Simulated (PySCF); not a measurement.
CH6BOP.

```xyz
10

B      0.2208    -0.3380     0.2595
C      1.6371    -0.7677    -0.2831
H      2.2518    -1.3071     0.4584
H      2.2198     0.0904    -0.6551
H      1.5026    -1.4403    -1.1497
O     -0.3315    -0.8702     1.3835
H      0.2500    -1.5101     1.8171
P     -0.7897     1.0830    -0.5828
H     -2.0850     0.5018    -0.4629
H     -0.5688     0.6789    -1.9326
```
Charge 0, spin multiplicity 1.

Geometry: r2SCAN-D4/def2-SVP. One conformer was computed; it need not be the lowest.

Level of theory: KT2/pcSseg-1 run with PySCF. Non-relativistic, no solvent.

**Question.** Give the absolute GIAO shielding of each atom: isotropic value and principal components (ppm). (An estimate is asked for; the answer gives what the named calculation found.)

**Answer.** 
| atom | σ(iso) | σ11 | σ22 | σ33 | span |
|---|---|---|---|---|---|
| B1 | 43.8 | -6.1 | 42.6 | 95.0 | 101.1 |
| C2 | 171.6 | 158.0 | 162.0 | 194.8 | 36.8 |
| H3 | 31.3 | 27.9 | 28.8 | 37.1 | 9.1 |
| H4 | 30.2 | 26.3 | 29.8 | 34.5 | 8.2 |
| H5 | 30.5 | 27.2 | 28.9 | 35.3 | 8.1 |
| O6 | 123.2 | -17.3 | 131.6 | 255.4 | 272.8 |
| H7 | 25.7 | 22.2 | 22.8 | 32.1 | 9.9 |
| P8 | 558.9 | 507.9 | 549.6 | 619.3 | 111.4 |
| H9 | 28.9 | 24.6 | 26.2 | 35.9 | 11.3 |
| H10 | 29.2 | 24.7 | 27.9 | 35.1 | 10.4 |
